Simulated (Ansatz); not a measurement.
Two isomers of CH6O2SiSn: A = `O[Si]1([SnH3])CO1`, B = `O[SiH]1O[CH2][SnH2]1`.

Calculated with Ansatz (gas phase, PBE0-D4/def2-TZVP geometries, no zero-point term in ΔE). CBS: MP2 limit from def2 TZ/QZ plus the TZ coupled-cluster correction, frozen cores. Functionals use def2-TZVPP. B3LYP here is the variant with VWN-RPA as its local correlation; programs differ in this. def2 core potentials past Kr. For Sn outer-core shells are correlated without core-valence functions, which leaves a few kJ/mol of doubt a bond. One conformer a species, not always the lowest.

A:

Z-matrix (Å, degrees):
```
Si
Sn 1 2.554
C 1 1.800 2 124.4
O 1 1.636 2 114.6 3 -160.0
O 1 1.655 2 114.9 3 58.2
H 2 1.702 1 109.3 3 -19.4
H 2 1.706 1 110.8 3 101.0
H 2 1.708 1 110.3 3 -139.6
H 3 1.088 1 124.0 2 -2.7
H 3 1.089 1 120.3 2 -164.8
H 4 0.958 1 118.7 2 -30.6
```

B:

Z-matrix (Å, degrees):
```
Si
O 1 1.660
O 1 1.642 2 114.6
Sn 1 2.547 2 81.2 3 113.0
H 1 1.489 2 108.6 3 -120.6
C 2 1.432 1 113.3 3 -105.7
H 3 0.959 1 117.9 2 -92.9
H 4 1.708 1 123.3 2 -112.7
H 4 1.709 1 121.7 2 100.0
H 6 1.091 2 109.6 1 -128.1
H 6 1.092 2 110.4 1 111.4
```

Q: Which is lower in electronic energy at CCSD(T)/CBS, and by how much? (Estimate.)

A: The calculation gave: B, by 16.5 kcal/mol.

Q: Give E(B) − E(A) in kcal/mol with B3LYP-D4, CCSD/def2-TZVPP, HF/def2-TZVPP, PBE-D4, B2PLYP, PBE0-D4, r2SCAN-D4. (Best estimate.)

A: Ansatz gave: B3LYP-D4 -14.9, CCSD/def2-TZVPP -15.4, HF/def2-TZVPP -15.8, PBE-D4 -13.3, B2PLYP -15.0, PBE0-D4 -14.5, r2SCAN-D4 -13.3. None reverses the order clearly.

Largest T1 diagnostic: 0.014.

From PBE to PBE0 (25 % exact exchange), in def2-TZVPP and without D4, E(B) − E(A) moves by −1.3 kcal/mol.
